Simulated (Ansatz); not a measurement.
`C[CH2][SnH]([F])[F]` + H₂O → `[OH][SnH]([F])[F]` + `CC` at 298.15 K and 1 bar (formal hydrolysis of the Sn–C bond).

Gas-phase electronic energies from Ansatz, PBE0-D4/def2-TZVP geometries. CCSD(T)/CBS adds triple-zeta CCSD(T) − MP2 to the extrapolated MP2 energy (def2 sets, frozen cores). This one scheme is used for every species. def2 core potentials past Kr. For Sn outer-core shells are correlated without core-valence functions, which leaves a few kJ/mol of doubt a bond. One conformer a species, not always the lowest.

| species | CCSD(T)/CBS energy (Eh) | H − E (kJ/mol) | S (J/(mol·K)) |
| --- | --- | --- | --- |
| `C[CH2][SnH]([F])[F]` | -493.39757 | 222.5 | 376.3 |
| H₂O | -76.37941 | 66.4 | 188.7 |
| `[OH][SnH]([F])[F]` | -490.06891 | 81.4 | 333.4 |
| `CC` | -79.71954 | 207.7 | 227.7 |

H − E and S are ideal-gas, rigid-rotor, harmonic terms from PBE0-D4/def2-TZVP, for one conformer and one mirror image of each species. 1 Eh = 2625.50 kJ/mol, R = 8.31446 J/(mol·K).

Problem. By hand: ΔE, ΔH, ΔS and ΔG.

Solution. ΔE = (-490.06891) + (-79.71954) − (-493.39757) − (-76.37941) = -0.01147 Eh = -30.1 kJ/mol. Δ(H − E) = 81.4 + 207.7 − 222.5 − 66.4 = 0.2, so ΔH = -29.9 kJ/mol. ΔS = 333.4 + 227.7 − 376.3 − 188.7 = -3.9 J/(mol·K). ΔG = -29.9 − 298.15 × (-3.9)/1000 = -28.7 kJ/mol.

Problem. By hand: the equilibrium constant, and the temperature at which ΔG would vanish if ΔH and ΔS stayed fixed.

Solution. log₁₀ K = −ΔG/(RT ln 10) = 5.0. ΔG = 0 at ΔH/ΔS = 7667 K, far beyond where these terms or the molecules hold.

The number of gas molecules stays the same, so ΔS is small and ΔH decides. A doubt of 5 kJ/mol in ΔE shifts log₁₀ K by 0.9 here. Other conformers and mirror images would add mixing entropy, several J/(mol·K) or more a flexible species. Modes under 60 cm⁻¹, often nearly free rotors, make the harmonic entropy too high. These are equilibria of isolated gas molecules and say nothing of rates. Largest T1 diagnostic: 0.015 (customary marks: 0.02 for closed shells, 0.045 for open ones).
